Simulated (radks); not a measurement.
Values are calculated unless marked as measured or tabulated.
Charge is removed step by step from the 1s down level of O, starting from 1s(up 1, down 1) 2s2 2p4. Level of theory: scalar-relativistic Kohn-Sham, PBE, spin-polarised, spherical densities, finite nucleus; open shells are filled with parallel spins first; Fermi nuclear charge, rms radius 2.6991 fm (a radial shooting solver on a logarithmic mesh with Libxc functionals).

removed (e),E - E(0) (eV),eigenvalue (eV)
0,0.000,-513.58
0.25,130.46,-530.03
0.5,264.94,-545.70
0.75,403.14,-559.31

The mean slope of the eigenvalue, de/dn, is 61.0 eV per electron.
